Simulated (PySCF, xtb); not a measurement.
Si(H)(PH2)3 (H7P3Si), SMILES P[SiH](P)P. Atoms are numbered in the order given.

```xyz
11

Si     0.1686     0.0496    -0.5359
P      0.3312     2.1017     0.4114
P     -1.9736    -0.6908    -0.5250
P      1.3648    -1.4950     0.6169
H      0.5935     0.1772    -1.9648
H      0.1632     1.5873     1.7346
H      1.7599     2.0828     0.4873
H     -2.5128     0.5664    -0.9401
H     -2.1445    -0.4121     0.8667
H      2.6249    -0.9667     0.1976
H      1.3177    -2.4698    -0.4278
```

Geometry: PBE0-D3(BJ)/def2-SVP. One conformer was computed; it need not be the lowest.

Method: PySCF with IEF-PCM-PBE0/def2-SVP.

The values are the electrostatic part of the solvation free energy, E(continuum) − E(gas) at the gas-phase geometry, in a cavity of scaled van der Waals radii (PySCF's table); cavitation and dispersion terms are not included. In vacuum the orbital gap is 7.36 eV. The dipole moment in vacuum is 0.86 D.

```
solvent      ε  ΔG(elec) (kcal/mol)  dipole (D)  gap (eV)
-------  -----  -------------------  ----------  --------
water    78.36                 -3.3        1.27      7.46
toluene   2.37                 -1.5        1.01      7.41
acetone  20.49                 -3.1        1.24      7.45
```

For comparison, GFN2-xTB/ALPB(water) (xtb, at the GFN2-xTB geometry, all terms of that model) gives 0.6 kcal/mol.
